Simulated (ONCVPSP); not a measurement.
## tungsten (W): one change to an ONCV potential, before and after

* Element: W (Z = 74)
* Generator: ONCVPSP 4.0.1
* Type: optimised norm-conserving Vanderbilt (ONCV)
* Functional: LDA (Perdew-Zunger)
* Relativity: scalar-relativistic
* Frozen core: [Kr] 4d10 4f14
* Valence charge: 14
* Reference configuration: 5s2 5p6 5d4 6s1.75 6p0.25
* Partial waves: 5s+6s: rc 1.75 bohr, ncon 4, nbas 7, qcut 9 1/bohr, 2 projectors; 5p+6p: rc 2.50 bohr, ncon 4, nbas 9, qcut 5.4 1/bohr, 2 projectors; 5d: rc 2.50 bohr, ncon 4, nbas 8, qcut 7.3 1/bohr, 3 projectors, debl 2.6 Ha
* Local potential: polynomial inside 1.65 bohr (lpopt 2, dvloc0 0 Ha)
* Core correction: polynomial model core, fcfact 0.2

All-electron outer shells of the reference configuration (LDA (Perdew-Zunger), scalar-relativistic, ld1.x):

```json
{"shell": "4d", "level (eV)": "-238.68", "outermost node (bohr)": "0.22", "outermost maximum (bohr)": "0.45"}
{"shell": "5s", "level (eV)": "-79.71", "outermost node (bohr)": "0.53", "outermost maximum (bohr)": "0.96"}
{"shell": "5p", "level (eV)": "-43.80", "outermost node (bohr)": "0.57", "outermost maximum (bohr)": "1.09"}
{"shell": "4f", "level (eV)": "-33.88", "outermost node (bohr)": "–", "outermost maximum (bohr)": "0.43"}
{"shell": "6s", "level (eV)": "-6.20", "outermost node (bohr)": "1.28", "outermost maximum (bohr)": "2.64"}
{"shell": "5d", "level (eV)": "-5.06", "outermost node (bohr)": "0.63", "outermost maximum (bohr)": "1.50"}
{"shell": "6p", "level (eV)": "-1.70", "outermost node (bohr)": "1.53", "outermost maximum (bohr)": "3.70"}
```

Change: all radii but the core radius scaled by about 1.13 (s 1.98, p 2.84, d 2.84 bohr); local potential polynomial inside 1.86 bohr (lpopt 2, dvloc0 0 Ha).

Cutoffs: the cutoffs (Ha) at which the residual kinetic energy of the hardest occupied pseudo-wave falls to 1 and 0.1 mHa per electron; they do not see the model core or the augmentation charge, which bear on the density cutoff. Errors are all-electron minus pseudo energies relative to the spin-unpolarised reference configuration.

Task: What does the change do?

Result: The potential gets softer (25 Ha and 29 Ha → 20 Ha and 24 Ha); of the 4 tests that both files solve, the error grows in 2 and shrinks in 0 by more than 15 % and 0.3 meV (median size 7.1 → 8.7 meV); neither file shows a bound ghost. A larger radius leaves more room for a smooth pseudo-wave, so fewer plane waves are needed.

| quantity | base | changed |
| --- | --- | --- |
| cutoff, loose | 25 Ha | 20 Ha |
| cutoff, tight | 29 Ha | 24 Ha |
| loose cutoff by channel | s 25 Ha, p 10 Ha, d 14 Ha | s 20 Ha, p 9.7 Ha, d 12 Ha |
| bound ghosts | none | none |
| GHOST(+) flags under 300 eV | none | none |
| error for 5s2 5p6 5d4 6s2 6p0, meV [ΔE -1.12 eV] | +0.3 | +0.2 |
| error for 5s2 5p6 5d4 6s1 6p0, meV [ΔE 8.02 eV] | -3.1 | -3.4 |
| error for 5s2 5p6 5d4 6s0 6p0, meV [ΔE 24.04 eV] | -11 | -14 |
| error for 5s1 5p6 5d4 6s2 6p0, meV [ΔE 84.58 eV] | -294 | -493 |
| rms error of d²Exc/dni dnj with the model core, mHa | 1.07 | 0.81 |
